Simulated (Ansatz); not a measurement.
CH6B2FN. The species carries charge 0 and has multiplicity 1. The bonds changed during the relaxation, so this is another structure than the one it started from.

```csv
atom,x (Å),y (Å),z (Å)
B1,-1.360,0.363,-0.330
B2,0.014,1.021,0.325
C3,1.019,0.011,-0.123
N4,1.118,-1.284,0.180
F5,0.227,2.329,0.579
H6,-1.513,-0.805,-0.515
H7,-2.212,1.160,-0.607
H8,-1.017,0.484,1.001
H9,1.722,0.333,-0.891
H10,0.484,-1.678,0.856
H11,1.519,-1.935,-0.475
```

List the harmonic frequencies (cm⁻¹, unscaled) at PBE0-D4/def2-TZVP in Ansatz. (An estimate is asked.)

Computed: 126, 203, 266, 320, 472, 529, 586, 614, 696, 754, 857, 938, 1007, 1042, 1138, 1167, 1286, 1347, 1414, 1568, 1679, 1917, 2575, 2675, 3147, 3586, 3699.

Is this a minimum?

Yes, all 27 modes are real.

Give the ideal-gas thermochemistry at 298.15 K and 1 bar (rigid rotor, harmonic oscillator; point group C1, symmetry number 1).

Zero-point energy 213.0 kJ/mol; H(298) − E = 231.6 kJ/mol; entropy 318.3 J/(mol·K), of which translation 162.3, rotation 108.1, vibration 48.0; G(298) − E = 136.7 kJ/mol.

And at 400, 500, 600, 800 and 1000 K?


```tsv
T (K)	H − E (kJ/mol)	S (J/mol/K)	G − E (kJ/mol)
400	243.1	351.1	102.6
500	256.4	380.8	66.0
600	271.5	408.2	26.5
800	305.6	457.2	-60.1
1000	343.7	499.6	-155.9
```

Rotational constants (cm⁻¹)?

0.2845, 0.1154, 0.0875.
